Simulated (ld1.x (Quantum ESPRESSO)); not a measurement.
# Which change was made? (Pb, ultrasoft)

| Property | Result |
| --- | --- |
| Element | lead |
| Generator | ld1.x (Quantum ESPRESSO) 7.5 |
| Type | ultrasoft |
| Functional | PBE |
| Relativity | fully relativistic |
| Frozen core | [Xe] 4f14 |
| Valence charge | 14 |
| Reference configuration | 5d10 6s2 6p1.5 (charge +0.5) |
| Partial waves | 6s (bound): rcut 1.50, rcutus 1.85 bohr; 6s channel at 3.35 Ry: rcut 1.50, rcutus 1.85 bohr; 6p (bound): rcut 1.70, rcutus 2.35 bohr; 6p channel at 0.25 Ry: rcut 1.70, rcutus 2.35 bohr; 5d (bound): rcut 1.40, rcutus 1.55 bohr; 5d channel at -1.35 Ry: rcut 1.40, rcutus 1.55 bohr |
| Local potential | all-electron potential smoothed inside 1.25 bohr (lloc = -1) |
| Core correction | none |
| Augmentation charge | built from norm-conserving waves at rcut, not smoothed further |

Open shells are filled in proportion to 2j + 1 (rel_dist='average').

Cutoffs, loose and tight: the cutoffs (Ry, on a coarse ladder) from which the occupation-weighted sum of valence levels, in a spherical-Bessel basis at the reference potential, stays within 10 and 1 mRy of its value at 400 Ry. They do not see the model core or the augmentation charge, which bear on the density cutoff. Test errors are all-electron minus pseudo excitation energies from the reference, over the configurations 5d10 6s2 6p2; 5d10 6s2 6p1; 5d10 6s2 6p0; 5d10 6s0 6p4; 5d10 6s1 6p2; 5d9 6s2 6p2; 5d10 6s2 6p2.3; variants that change the core or the reference have their own tests.

The base gives: outcome: generated; cutoff, loose: 50 Ry; cutoff, tight: 90 Ry; bound ghosts: s, p1/2, p3/2; largest test error (meV): +51.

**Question.** After one change the result is: outcome: failed: compute_chi: chi too large beyond r_c. Which change was it?
A. core [Xe], valence charge 28; reference 4f14 5d10 6s2 6p0.5; waves now 6s (bound): rcut 2.00, rcutus 2.35 bohr; 6s channel at 3.35 Ry: rcut 2.00, rcutus 2.35 bohr; 6p (bound): rcut 1.90, rcutus 2.50 bohr; 6p channel at 0.25 Ry: rcut 1.90, rcutus 2.50 bohr; 5d (bound): rcut 1.85, rcutus 2.15 bohr; 5d channel at -1.35 Ry: rcut 1.85, rcutus 2.15 bohr; 4f (bound): rcut 0.45, rcutus 0.55 bohr; 4f channel at -6.25 Ry: rcut 0.45, rcutus 0.55 bohr; local potential all-electron potential smoothed inside 0.65 bohr (lloc = -1)
B. waves 6p (bound): rcut 1.54, rcutus 1.64 bohr; 6p channel at 0.25 Ry: rcut 1.54, rcutus 1.64 bohr
C. augmentation PSQ, radius 1.55 bohr

**Answer.** A. The others give: waves 6p (bound): rcut 1.54, rcutus 1.64 bohr; 6p channel at 0.25 Ry: rcut 1.54, rcutus 1.64 bohr → outcome: failed: run_pseudo: Errors in PS-KS equation | augmentation PSQ, radius 1.55 bohr → outcome: generated; cutoff, loose: 50 Ry; cutoff, tight: 90 Ry; bound ghosts: s, p3/2, p1/2; largest test error (meV): +24.
